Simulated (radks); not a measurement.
Results of a calculation; reference values are marked as such.
Problem. These are the eigenvalues of the occupied orbitals of an atom or ion with whole-number occupations (eV). Level of theory: Dirac Kohn-Sham, PBEsol, spin-unpolarised, spherical densities, finite nucleus; Fermi nuclear charge, rms radius of each element as measured or else 0.836 A^(1/3) + 0.57 fm (a radial shooting solver on a logarithmic mesh with Libxc functionals).

| orbital | eigenvalue |
|---|---|
| 1s1/2 | -8864.635 |
| 2s1/2 | -1085.135 |
| 2p1/2 | -953.8640 |
| 2p3/2 | -933.3985 |
| 3s1/2 | -138.3144 |
| 3p1/2 | -97.5703 |
| 3p3/2 | -94.9668 |
| 3d3/2 | -28.1924 |
| 3d5/2 | -27.8919 |
| 6f5/2 | -1.2887 |

Which element is it, and in what charge state? The configuration may be excited. Open shells, if any, fill j = l - 1/2 first.

Solution. Z = 29, copper, charge +1: Cu+ in [Ar] 3d9 6f1. The list shows which subshells hold electrons but not how many an open one holds; the 1s level, -325.77 hartree, gives Z - s = 25.5 by -(Z - s)^2/2, which with screening and relativity narrows Z to a few neighbours, and the depths of the outer levels then fix element, charge and occupations together.
